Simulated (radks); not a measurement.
Problem. Valence configurations of As II (all share [Ar]). Method: scalar-relativistic Kohn-Sham, PBE, spin-polarised, spherical densities, finite nucleus; open shells are filled with parallel spins first; Fermi nuclear charge, rms radius 4.0968 fm; computed with a radial shooting solver on a logarithmic mesh with Libxc functionals. Order these by energy: 3d9 4s2 4p3; 3d8 4s1.5 4p4.5; 3d10 4s1 4p3; 3d7 4s2 4p5; 3d10 4s1.5 4p2.5; 3d10 4p4; 3d10 4s2 4p2; 3d8 4s2 4p4; 3d9.5 4s2 4p2.5.

Solution. From the lowest, in eV above it: 3d10 4s2 4p2 0.000; 3d10 4s1.5 4p2.5 3.845; 3d10 4s1 4p3 7.281; 3d9.5 4s2 4p2.5 19.010; 3d10 4p4 20.412; 3d9 4s2 4p3 40.039; 3d8 4s2 4p4 91.274; 3d8 4s1.5 4p4.5 97.120; 3d7 4s2 4p5 151.29. NIST lists [Ar] 3d10 4s2 4p2 as the ground configuration; this level of theory agrees among the configurations tried. The energies are those of spherical high-spin densities, not of single terms.
